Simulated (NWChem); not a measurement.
# CaH5SO2F; SMILES [OH2]->[Ca](<-[OH2])([F])[SH]

```xyz
10

Ca    -0.1230     0.2898    -0.0216
F     -0.2252     2.3197     0.2571
S      1.0383    -1.9351     1.0012
H      1.4073    -2.4097    -0.2110
O     -1.8072    -1.2855     0.1962
H     -2.6775    -1.6024     0.4561
H     -1.1078    -1.9056     0.5599
O      0.4729     1.4950    -1.9368
H      1.1740     1.7732    -2.5318
H      0.2933     2.2227    -1.2735
```
Atoms are numbered in this order, from 1.

Coordinates come from a PBE0/def2-SVP optimisation.

Give the principal values of the shielding tensors (ppm) of Ca1, F2, S3, O5, O8 from BHandHLYP/pcSseg-1, GIAO (NWChem), with their diamagnetic and paramagnetic parts as GIAO splits them.


```
atom    σ11     σ22     σ33  isotropic  diamagnetic  paramagnetic
----  -----  ------  ------  ---------  -----------  ------------
Ca1   973.3  1004.9  1272.0     1083.4       1418.4        -335.0
F2    104.4   131.6   451.3      229.1        473.5        -244.4
S3    709.5   736.9   826.4      757.6       1057.0        -299.4
O5    249.4   257.2   351.2      285.9        386.4        -100.5
O8    274.8   295.0   362.6      310.8        385.4         -74.5
```
